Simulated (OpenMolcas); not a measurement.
**O²⁺: Slater's ratio, the spin-orbit constant, worked from levels**

```json
{"Program": "OpenMolcas 26.06", "Basis": "ANO-RCC-VTZP [4s3p2d1f]", "Scalar Hamiltonian": "DKH2, point nucleus", "Active space": "4 electrons in 8 orbitals (2s 2p 3s 3p)", "State averaging": "2S+1 = 3 even, 3 roots; 2S+1 = 1 even, 11 roots; 2S+1 = 5 odd, 1 root; 2S+1 = 3 odd, 9 roots; 2S+1 = 1 odd, 8 roots", "Spin-orbit coupling": "RASSI with atomic mean-field integrals over the reference wave functions, term energies averaged over their components"}
```

Methods: CASSCF; MS-CASPT2, IPEA 0.25 Eh, imaginary shift 0.1 Eh (closed shells correlated: 1s).

**Slater's ratio.** With one set of orbitals, p2 has ¹D - ³P = 6 F2 and ¹S - ¹D = 9 F2 (F2 = F²/25), a ratio of 3/2. Term energies are centres of gravity, weighted by 2J + 1.

```csv
Source,¹D - ³P,¹S - ³P,F2 from the first,Ratio
CASSCF,22651,39481,3775,0.743
MS-CASPT2,20680,43166,3447,1.087
```

Energies in cm-1. A ratio away from 3/2 shows effects beyond one configuration with one set of orbitals, and in heavier atoms second-order spin-orbit shifts. In CASSCF the valence s occupation is 1.88 in ¹S against 1.96 in ¹D: mixing out of s² acts most on ¹S and pulls it down.

**The spin-orbit constant.** For the Hund term ³P of p2, E(J) = (A/2) J(J+1) + constant and ζ = 2S·A = 2A. From J = 0 to J = 2 the energy changes by 3 A.

| Source | E(2) - E(0) | A | ζ |
| --- | --- | --- | --- |
| CASSCF | 322.9 | 107.6 | 215 |
| MS-CASPT2 | 322.6 | 107.5 | 215 |

All in cm-1. Both methods take the spin-orbit matrix elements from the reference wave functions, so the second can move ζ only through the term energies and any multistate remixing. Second-order mixing with other terms is absorbed into this ζ.

CASPT2 does not keep the components of a term degenerate, so their means are used; among the terms shown or strongly mixed into the levels shown the widest spread is 36 cm-1 (2s² 2p² ¹D, MS-CASPT2). Active for correlation alone: 3p 3s; no level in the range computed is led by a configuration that fills them, so any true level of that kind is missing. Levels of configurations outside the active space are missing.
